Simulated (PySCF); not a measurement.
Isomers of C6H10NOP, mass 143.050 u with the commonest isotopes. Theory: PBE0-D3(BJ)/def2-SVP geometry optimisation, gas phase in PySCF 2.14.0. One conformer each, none proved a minimum here; rigid rotors.

Problem. Order these by out-of-plane moment Σ m c² = (Ia + Ib − Ic)/2, smallest first.
A. `Cc1coc(N(C)C)p1`
B. `[CH:1]#[C:2][P@:3]([CH3:4])(=[NH:5])[CH2:6][C:7]([CH3:8])=[O:9]` with C2–P3–C6–C7 -178°, P3–C6–C7–C8 -91°
C. `[CH3:1]/[CH:2]=[CH:3]\[P@H:4](=[O:5])[CH2:6][CH2:7][C:8]#[N:9]` with C2–C3–P4–O5 -161°, C3–P4–C6–C7 173°, P4–C6–C7–C8 72°

Solution. A (5.69 u·Å²), C (61.25 u·Å²), B (88.26 u·Å²).

Problem. Order these by rotational constant B, smallest first.
A. `[CH:1]#[C:2][P@:3]([CH3:4])(=[NH:5])[CH2:6][C:7]([CH3:8])=[O:9]` with C2–P3–C6–C7 -178°, P3–C6–C7–C8 -91°
B. `[CH3:1]/[CH:2]=[CH:3]\[P@H:4](=[O:5])[CH2:6][CH2:7][C:8]#[N:9]` with C2–C3–P4–O5 -161°, C3–P4–C6–C7 173°, P4–C6–C7–C8 72°
C. `Cc1coc(N(C)C)p1`

Solution. B (829.5 MHz), A (878.6 MHz), C (951.1 MHz).

Problem. Order these by rotational constant A, smallest first.
A. `[CH:1]#[C:2][P@:3]([CH3:4])(=[NH:5])[CH2:6][C:7]([CH3:8])=[O:9]` with C2–P3–C6–C7 -178°, P3–C6–C7–C8 -91°
B. `[CH3:1]/[CH:2]=[CH:3]\[P@H:4](=[O:5])[CH2:6][CH2:7][C:8]#[N:9]` with C2–C3–P4–O5 -161°, C3–P4–C6–C7 173°, P4–C6–C7–C8 72°
C. `CC1=COC(N(C)C)=P1`

Solution. B (2017 MHz), A (2445 MHz), C (3190 MHz).

| SMILES | point group | Ia (u·Å²) | Ib (u·Å²) | Ic (u·Å²) | κ | μa (D) | μb (D) | μc (D) |
| --- | --- | --- | --- | --- | --- | --- | --- | --- |
| Cc1coc(N(C)C)p1 | C1 | 158.42 | 531.34 | 678.39 | -0.83 | 1.84 | 1.27 | 0.16 |
| C#C[P@](C)(=N)CC(C)=O | C1 | 206.71 | 575.19 | 605.38 | -0.95 | 2.78 | 0.07 | 1.21 |
| C/C=C\[P@H](=O)CCC#N | C1 | 250.61 | 609.26 | 737.38 | -0.78 | 3.74 | 2.02 | 3.86 |
